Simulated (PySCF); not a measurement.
Identify the unknown among the candidates.

All candidates are C5H5NO.

* UV, first state: lowest singlet excitation: 5.25 eV (236 nm, f = 0.077) [TDDFT CAM-B3LYP/def2-SVPD]
* Polarisability: 66.7 au [CAM-B3LYP/def2-SVPD]
* UV, strongest line: among the 8 lowest singlet transitions: S7 at 7.40 eV (168 nm, f = 0.556) [TDDFT CAM-B3LYP/def2-SVPD]
* Triplet: lowest triplet excitation (Tamm–Dancoff): 4.09 eV [TDA CAM-B3LYP/def2-SVPD]
* Rotational structure: rotational constants A, B, C: 5.904, 2.791, 1.895 GHz [GFN2-xTB]
* Dipole: 1.37 D [CAM-B3LYP/def2-SVPD]

Electronic properties: PySCF, gas phase, density fitting. Levels stand in brackets. One conformer (not necessarily the lowest) at the GFN2-xTB geometry, without solvent, vibrations or thermal averaging.

Task: Which candidate is it?
A. `Oc1ccccn1`
B. `Oc1ccncc1`
C. `C=Nc1ccoc1`

Result: A. It is `Oc1ccccn1`. Numbering: `[OH:1][c:2]1[cH:3][cH:4][cH:5][cH:6][n:7]1`. Its formula, C5H5NO, gives 4 degrees of unsaturation: 1 ring and 3 π bonds in the structure found (Kekulé form). The optimised geometry has point group Cs and is an asymmetric top.

The others, at the same levels:
- `Oc1ccncc1` fails: its computed lowest triplet excitation (Tamm–Dancoff) is 4.32 eV (against 4.09 eV), strongest line among the 8 lowest singlet transitions is S7 at 7.18 eV (173 nm, f = 0.476) (against S7 at 7.40 eV) and dipole moment is 2.64 D (against 1.37 D).
- `C=Nc1ccoc1` fails: its computed lowest singlet excitation is 4.38 eV (283 nm, f = 0.041) (against 5.25 eV), lowest triplet excitation (Tamm–Dancoff) is 3.28 eV (against 4.09 eV) and strongest line among the 8 lowest singlet transitions is S5 at 6.49 eV (191 nm, f = 0.193) (against S7 at 7.40 eV).

Each candidate is one conformer, not necessarily the lowest. The conformers computed, where there is a choice (atom-mapped SMILES and torsion angles):
- `[OH:1][c:2]1[cH:3][cH:4][cH:5][cH:6][n:7]1`: H–O1–C2–C3 180°
- `[OH:1][c:2]1[cH:3][cH:4][n:5][cH:6][cH:7]1`: H–O1–C2–C3 180°
- `[CH2:1]=[N:2][c:3]1[cH:4][cH:5][o:6][cH:7]1`: C1–N2–C3–C4 -149°
